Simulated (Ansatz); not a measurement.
Reaction (cleavage of the Si–Ge bond): `F[SiH](Cl)[GeH2][Cl]` + HI → `F[SiH](Cl)I` + `[Cl][GeH3]`

Computed with Ansatz on PBE0-D4/def2-TZVP structures; ΔE is electronic, products minus reactants. CCSD(T)/CBS is the MP2 limit (def2-TZVPP, def2-QZVPP) plus CCSD(T) − MP2 in def2-TZVPP, frozen cores. DFT in def2-TZVPP. Elements past krypton have def2 core potentials. For Ge, I outer-core shells are correlated without core-valence functions, which leaves a few kJ/mol of doubt a bond. Scalar relativity is left out up to krypton. Each species was taken in one conformer, which may not be the lowest.

```csv
level,ΔE (kJ/mol),difference from CCSD(T)/CBS
PBE-D4,-66.8,10.7
ωB97M-V,-76.2,1.3
B2PLYP,-75.0,2.5
r2SCAN,-75.7,1.8
HF/def2-TZVPP,-82.4,-4.9
CCSD/def2-TZVPP,-71.0,6.5
HF/def2-QZVPP,-83.7,-6.2
SCS-MP2/def2-QZVPP,-83.6,-6.1
HF/CBS(def2),-83.9,-6.4
MP2/CBS(def2),-89.3,-11.8
CCSD(T)/CBS,-77.5,0
```

Largest T1 diagnostic among the species: 0.011.

From PBE to PBE0 (25 % exact exchange), in def2-TZVPP and without D4, ΔE moves by −4.9 kJ/mol.

CCSD(T)/CBS has its own doubt, a few kJ/mol and more with outer-core shells, so smaller differences from it don't rank the levels.
